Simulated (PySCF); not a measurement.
**Worked example: refractive index and permittivity of the vapour**

Sn(I)(OH) (HIOSn), SMILES [OH][Sn][I] (connectivity only; charge and spin as stated), neutral, multiplicity 1.

Geometry: PBE-D3(BJ)/def2-SVP. The def2 effective core potentials stand for the cores of I, Sn; spin–orbit coupling is left out. Other conformers were not sampled.

HF/def2-TZVPD (PySCF) gives a mean static polarisability of 83.1 bohr³ and a dipole moment of 2.24 D. Take an ideal gas at 298.15 K and 0.01 bar, whether or not the substance is that volatile.

Task: Work out n − 1 in the optical limit and the static ε − 1.

Result: 
Polarisability volume α' = 83.1 × 0.148185 = 12.31 Å³. Number density N = p/kT = 2.43e-7 Å⁻³.
Dilute limit of Lorentz–Lorenz: n − 1 = 2π N α' = 1.9e-5.
Orientation term of Debye: μ²/(3kT) = 8.098 Å³ × μ²(D²) = 40.63 Å³.
ε − 1 = 4π N (α' + μ²/3kT) = 0.00016. Orientation of the dipole supplies 77 % of the static response; it can't follow optical fields. Vibrational polarisation and dispersion are left out.
